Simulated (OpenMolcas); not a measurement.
## d8 ions of charge +2 down a group on the Na site of NaCl

```yaml
Program: OpenMolcas 26.06
Method: SS-CASPT2, IPEA 0.25 Eh, imaginary shift 0.1 Eh
Spin-orbit_coupling: RASSI with atomic mean-field integrals over the reference wave functions
```

The d shell is active; CASPT2 correlates the ligand valence shells and the outer metal core. Each dopant is a cluster with its nearest anions in model potentials and point charges, with no relaxation and no local charge compensation. Distances were set from a Shannon-type radius of the metal (high-spin where two are listed) plus a fixed donor radius (Cl 1.76 Å), in hosts weighted 0.65 to 0.35 with the host's distance in the model lattice. Ligand basis ANO-RCC-VDZP, DKH2 Hamiltonian. States (labels of O, the rotations of Oh). Energies in cm-1 above the lowest state or level, χT in cm3 K/mol. Spin-only χT is S(S+1) / 2 for the spin of the ground state.

```json
{"Ion": "Pd2+", "Shell": "4d8", "R (Å)": "2.69", "Metal basis": "ANO-RCC-VTZP", "Ground state": "3A2", "First state of that spin": "3T2 10160", "First gap with spin-orbit (degeneracies)": "5770 (3, 2)", "χT at 300 K": "1.497", "First state of another spin": "1E 6130", "Spin-only χT": "1.000"}
{"Ion": "Pt2+", "Shell": "5d8", "R (Å)": "2.651", "Metal basis": "ANO-RCC-VTZP", "Ground state": "3A2", "First state of that spin": "3T2 12630", "First gap with spin-orbit (degeneracies)": "4970 (3, 2)", "χT at 300 K": "1.805", "First state of another spin": "1E 5880", "Spin-only χT": "1.000"}
```

Every ion keeps the highest spin of its shell. χT departs most from the spin-only value for Pt2+, by +0.805 cm3 K/mol.

Roots that are degenerate in the reference are averaged as groups; the widest CASPT2 spread within a group is 500 cm-1 (the 3-fold group of multiplicity 3 near 12600 cm-1 above the lowest state of its run, Pt2+). Shifts and gaps below about the spread of the groups concerned are not significant. Over all roots computed the reference weight is 0.65 to 0.67 in Pd2+, 0.65 to 0.66 in Pt2+; a low but even weight reflects the number of correlated electrons. Real 4d8 and 5d8 ions are as a rule square planar and diamagnetic. Ligand-to-metal charge-transfer states are missing. With no ligand orbital active B as a rule stays too high, so bands that hang on it stand too high and its fall with covalency is understated. With one d shell and no ligand orbital active, 10Dq can be off by a tenth or more. These CASPT2 states fit no ligand-field parameters well, so their order and spin gaps are uncertain (holds for Pd2+). No measured value stands beside these numbers; the geometry was set by hand and not optimised.
